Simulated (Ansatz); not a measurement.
Input for Ansatz (development build ahead of 0.2.0):

```yaml
crystal:
  periodic: [false, false, false]
  atoms:
    - { symbol: C, position_ang: [1.4, 0.0, 0.0] }
    - { symbol: C, position_ang: [0.7, 1.21244, 0.0] }
    - { symbol: C, position_ang: [-0.7, 1.21244, 0.0] }
    - { symbol: C, position_ang: [-1.4, 0.0, 0.0] }
    - { symbol: C, position_ang: [-0.7, -1.21244, 0.0] }
    - { symbol: C, position_ang: [0.7, -1.21244, 0.0] }
    - { symbol: O, position_ang: [2.65, 0.0, 0.0] }
    - { symbol: H, position_ang: [1.2425, 2.15207, 0.0] }
    - { symbol: H, position_ang: [-1.2425, 2.15207, 0.0] }
    - { symbol: O, position_ang: [-2.65, 0.0, 0.0] }
    - { symbol: H, position_ang: [-1.2425, -2.15207, 0.0] }
    - { symbol: H, position_ang: [1.2425, -2.15207, 0.0] }
basis:
  gaussian: { orbitals: def2-SVP }
magnetization:
  initial_magnetization: 2
hamiltonian:
  xc: hf
```

The input is written out in the form of the current development build from the run's settings.

The run gave:

```yaml
Converged: yes
Total_energy: -378.86724 hartree
Spin_squared_of_the_determinant: 2.000
Stability_test: minimum among restricted orbitals
```

Caution: another spin multiplicity may lie lower; an unrestricted determinant lies well below.
